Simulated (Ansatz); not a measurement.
`[OH][In]([O][SiH3])[O][SiH3]`, 13 atoms. Charge 0, multiplicity 1. Correlated methods include outer-core shells of In, which these sets cover unevenly. In: def2 effective core potential. All runs use 4 threads of an Intel Xeon 6975P-C on a shared host. Correlated methods freeze the cores.

Question: Give the basis size and wall time and peak host memory of each of these runs in Ansatz. RHF-MP2/def2-QZVPP energy; RHF-CCSD(T)/def2-SVP energy; RKS ωB97M-V/def2-SVP energy; RKS PBE0-D4/def2-SVP energy; direct RPA on PBE orbitals/def2-TZVPP energy; RKS CAM-B3LYP-D4/def2-TZVPP energy; RKS PBE0-D4/def2-TZVP frequencies; RKS PBE0-D4/def2-TZVP relaxation (23 steps); RKS ωB97M-V/def2-QZVPP energy; RHF-MP2/def2-TZVPP energy; RKS PBE0-D4/def2-QZVPP energy; RKS PBE0-D4/def2-TZVPP energy. (An estimate is asked.)

Answer: The calculation gave: Other jobs shared the machine, so times are rough.

```csv
level,job,functions,wall time,peak host memory (GiB)
RKS PBE0-D4/def2-SVP,energy,139,1.2 s,0.42
RKS PBE0-D4/def2-TZVPP,energy,325,3.6 s,1.3
RKS ωB97M-V/def2-SVP,energy,139,3.9 s,0.61
RKS CAM-B3LYP-D4/def2-TZVPP,energy,325,4.3 s,1.4
RHF-MP2/def2-TZVPP,energy,325,5 s,1.1
RHF-CCSD(T)/def2-SVP,energy,139,8 s,1.1
direct RPA on PBE orbitals/def2-TZVPP,energy,325,8.5 s,1.1
RKS PBE0-D4/def2-QZVPP,energy,603,12 s,2.9
RKS ωB97M-V/def2-QZVPP,energy,603,20 s,3.5
RHF-MP2/def2-QZVPP,energy,603,27 s,4.9
RKS PBE0-D4/def2-TZVP,relaxation (23 steps),259,85 s,0.98
RKS PBE0-D4/def2-TZVP,frequencies,259,3.8 min,0.99
```
